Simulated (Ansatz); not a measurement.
Reactions of AlBrH4O2Si, SMILES `[OH][Al]([Br])[O][SiH3]`.

Calculated with Ansatz (gas phase, PBE0-D4/def2-TZVP geometries, no zero-point term in ΔE). CBS: MP2 limit from def2 TZ/QZ plus the TZ coupled-cluster correction, frozen cores. This one scheme is used for every species. Open shells (•) are unrestricted, without spin–orbit coupling. For Br outer-core shells are correlated without core-valence functions, which leaves a few kJ/mol of doubt a bond. Scalar relativity is left out up to krypton. Each species was taken in one conformer, which may not be the lowest.

Order these by ΔE at CCSD(T)/CBS, lowest first. (Best estimate.)
A. `[OH][Al]([Br])[O][SiH3]` + `C[Si](C)(P)Cl` → `[SiH3][O][Al]([Cl])[Br]` + `C[Si](C)(O)P`
B. `[OH][Al]([Br])[O][SiH3]` + H–F → `[OH][Al]([F])[O][SiH3]` + HBr
C. `[OH][Al]([Br])[O][SiH3]` → `[SiH3][O][Al][Br]`• + `[OH]`•
D. `[OH][Al]([Br])[O][SiH3]` + H₂O → `[OH][Al]([OH])[Br]` + silanol

B (-0.18 eV), A (-0.09 eV), D (+0.27 eV), C (+5.72 eV).

Largest T1 diagnostic: 0.012, for `[OH][Al]([F])[O][SiH3]`.
